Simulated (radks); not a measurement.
All-electron atom: P in [Ne] 3s2 3p3.

All-electron calculation, non-relativistic Kohn-Sham, LDA (Slater exchange, VWN5 correlation), spin-unpolarised, spherical densities, point nucleus; hard spherical wall at 2.5 bohr. Program: a radial shooting solver on a logarithmic mesh with Libxc functionals.

Energy parts (hartree):
total: -336.97525
kinetic: 348.99193
electron-nucleus: -829.89907
Hartree: 166.81111
exchange-correlation: -22.87922

Orbitals (lengths in bohr, moments of r in powers of bohr; <r^-3> diverges for s and p1/2):
| orbital | occ. | eigenvalue (hartree) | <r^2> | <r> | <r^-3> | <r^4> |
|---|---|---|---|---|---|---|
| 1s | 2 | -74.81356 | 0.01464 | 0.1043 | - | 0.0005530 |
| 2s | 2 | -5.28553 | 0.3366 | 0.5304 | - | 0.2108 |
| 2p | 6 | -3.51634 | 0.3119 | 0.4968 | 60.78 | 0.2174 |
| 3s | 2 | 0.47897 | 2.191 | 1.412 | - | 6.126 |
| 3p | 3 | 0.94060 | 2.236 | 1.421 | 11.18 | 6.417 |
| 3d | 0 | 1.54827 | 2.198 | 1.426 | 0.7964 | 6.161 |
| 4s | 0 | 4.14312 | 2.446 | 1.437 | - | 8.789 |
| 4p | 0 | 4.45577 | 2.339 | 1.390 | 21.03 | 8.349 |

The highest occupied level is 3p at 25.595 eV. The pressure on the wall is 1920 GPa. Summed over all electrons, <r^2> = 13.66 bohr^2, which gives a Langevin (diamagnetic) susceptibility term of -10.8 x 10^-6 cm^3/mol.
